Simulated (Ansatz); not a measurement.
A nudged elastic band was laid between two geometries of AlBrCl₃H (6 atoms, charge 0, multiplicity 1).

Level of theory: RKS B3LYP-D4/def2-SVP in Ansatz 0.2.0.

- movable images: 5
- climbing image: yes
- spring: 5.0 eV/Å²
- optimiser: quadratic models (default)
- start path: through a guess of the saddle point
- force threshold: 0.03 eV/Å
- iteration limit: 60
- end points: relaxed

Initial state:

```xyz
6
Properties=species:S:1:pos:R:3
Al -0.157 0.606 -0.534
Cl 1.848 0.043 -0.911
Cl -1.649 -0.081 -1.843
Cl -0.511 2.350 0.581
H 0.914 -1.653 1.229
Br -0.445 -1.265 1.478
```

Final state:

```xyz
6
Properties=species:S:1:pos:R:3
Al -0.652 0.387 -0.082
Cl 1.802 -0.362 -0.480
Cl -1.485 -0.044 -1.959
Cl -0.346 2.391 0.463
H 1.619 -1.232 0.471
Br -0.939 -1.140 1.587
```

(1) Which bonds break or form, and what moves?

(2) Give the energies along the band, and the barrier.

(3) What is the geometry of the highest image?

(4) What are the harmonic wavenumbers there?

## Answers

(1) Bonds broken: H5–Br6. Bonds formed: Cl2–H5.

(2) It converged. The highest image is number 3 of 0 to 6, 5.3 kcal/mol above the first end and 5.3 kcal/mol above the last; the last end lies 0.1 kcal/mol above the first. A vibrational analysis at the climbing image gives one clearly imaginary mode, 483i cm⁻¹: a first-order saddle point. The orbitals stay closed-shell, which can raise the energy where a bond breaks towards radicals; this wasn't checked here.

```
image  path coordinate (Å)  energy (kcal/mol)  H5–Br6 (Å)  Cl2–H5 (Å)
    0                 0.00                0.0        1.43        2.89
    1                 0.35                0.5        1.44        2.45
    2                 0.71                2.5        1.49        2.03
    3                 1.06                5.3        1.70        1.62
    4                 1.38                2.7        2.04        1.39
    5                 1.70                0.6        2.41        1.32
    6                 2.01                0.1        2.79        1.30
```

(3) 
```xyz
6
Properties=species:S:1:pos:R:3:forces:R:3
Al -0.356 0.435 -0.269 0.00 0.00 0.00
Cl 1.782 -0.308 -0.528 0.01 0.00 0.00
Cl -1.564 -0.093 -1.897 0.00 0.00 0.00
Cl -0.416 2.362 0.550 0.00 0.00 0.00
H 1.005 -1.113 0.645 0.00 0.00 0.00
Br -0.451 -1.283 1.500 0.00 0.00 0.00
```

(4) 483i, 82, 118, 132, 147, 246, 315, 495, 595, 612, 634, 1128 cm⁻¹.

The run took 110 s on 2 threads of Arm Neoverse V2, on a shared host, peak memory 0.28 GiB.
